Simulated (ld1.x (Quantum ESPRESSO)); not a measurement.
# Which change was made? (Mg, TM)

magnesium, norm-conserving Troullier–Martins (Kleinman–Bylander form), made with ld1.x (Quantum ESPRESSO) 7.5 (PW91, scalar-relativistic). Core [Ne], reference 3s2 3p0. Waves: 3s (bound): rc 2.25 bohr; 3p (bound, empty): rc 3.85 bohr. Local part: all-electron potential smoothed inside 1.70 bohr (lloc = -1). Core correction: none.

Cutoffs, loose and tight: the cutoffs (Ry, on a coarse ladder) from which the occupation-weighted sum of valence levels, in a spherical-Bessel basis at the reference potential, stays within 10 and 1 mRy of its value at 400 Ry. They do not see the model core or the augmentation charge, which bear on the density cutoff. Test errors are all-electron minus pseudo excitation energies from the reference, over the configurations 3s1 3p0; 3s1.5 3p0; 3s1 3p1; 3s0 3p2; 3s0 3p1; variants that change the core or the reference have their own tests.

The base gives: outcome: generated; cutoff, loose: 6 Ry; cutoff, tight: 18 Ry; bound ghosts: none; largest test error (meV): +94.

After one change the result is: outcome: generated; cutoff, loose: 6 Ry; cutoff, tight: 6 Ry; bound ghosts: none; largest test error (meV): +55. Which change was it?
A. local potential the s channel
B. type ultrasoft; waves now 3s (bound): rcut 1.95, rcutus 2.25 bohr; 3s channel at 1.55 Ry: rcut 1.95, rcutus 2.25 bohr; 3p (bound): rcut 3.35, rcutus 3.85 bohr; 3p channel at 5.3 Ry: rcut 3.35, rcutus 3.85 bohr; local potential all-electron potential smoothed inside 2.30 bohr (lloc = -1); augmentation PSQ, inside the norm-conserving radii
C. wave 3s (bound): rc 2.25 bohr becomes 3s (bound): rc 3.36 bohr

C. The others give: type ultrasoft; waves now 3s (bound): rcut 1.95, rcutus 2.25 bohr; 3s channel at 1.55 Ry: rcut 1.95, rcutus 2.25 bohr; 3p (bound): rcut 3.35, rcutus 3.85 bohr; 3p channel at 5.3 Ry: rcut 3.35, rcutus 3.85 bohr; local potential all-electron potential smoothed inside 2.30 bohr (lloc = -1); augmentation PSQ, inside the norm-conserving radii → outcome: generated; cutoff, loose: 6 Ry; cutoff, tight: 8 Ry; bound ghosts: none; largest test error (meV): +121 | local potential the s channel → outcome: generated; cutoff, loose: 8 Ry; cutoff, tight: 18 Ry; bound ghosts: none; largest test error (meV): +146.
